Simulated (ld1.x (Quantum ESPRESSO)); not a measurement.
# An all-electron radial function and its pseudo partner (Pr (Z = 59))

Columns: radius, all-electron u(r) and pseudo u(r) of the 6p shell (level -1.33 eV) of praseodymium in the configuration [Kr] 4d10 4f2 5s2 5p6 5d1 6s2 6p0; PBEsol, scalar-relativistic, PAW scheme, ld1.x (Quantum ESPRESSO) 7.5.

```csv
r (bohr),all-electron,pseudo
0.140,-0.0478,-0.0149
0.280,-0.0285,-0.0573
0.420,0.0926,-0.1202
0.560,0.1100,-0.1937
0.700,0.0445,-0.2663
0.840,-0.0448,-0.3269
0.980,-0.1217,-0.3671
1.120,-0.1724,-0.3816
1.260,-0.1954,-0.3694
1.400,-0.1943,-0.3334
1.540,-0.1745,-0.2791
1.680,-0.1413,-0.2137
1.820,-0.0993,-0.1441
1.960,-0.0523,-0.0761
2.100,-0.0031,-0.0132
2.240,0.0462,0.0433
2.380,0.0943,0.0939
2.520,0.1402,0.1403
2.660,0.1833,0.1833
2.800,0.2233,0.2233
2.940,0.2600,0.2600
3.080,0.2934,0.2934
3.220,0.3234,0.3234
3.360,0.3502,0.3502
3.500,0.3738,0.3738
3.640,0.3944,0.3944
```

Task: How many radial nodes do the two functions have?

Result: The all-electron 6p function has n − l − 1 = 4 (the table is too coarse to show those close to the nucleus); the pseudo-wave has 1, since 1 lower shell of the same l stays in the valence.

Task: At about which radius was the pseudo-wave matched?

Result: 2.65 bohr. The columns agree to 0.0005 from 2.38 bohr on; several derivatives are matched, so the curves merge somewhat inside the radius.

Task: Is the pseudo-wave norm-conserving?

Result: No, it belongs to a PAW set: the norm inside the radius is not constrained, and the difference is carried by the augmentation charge.
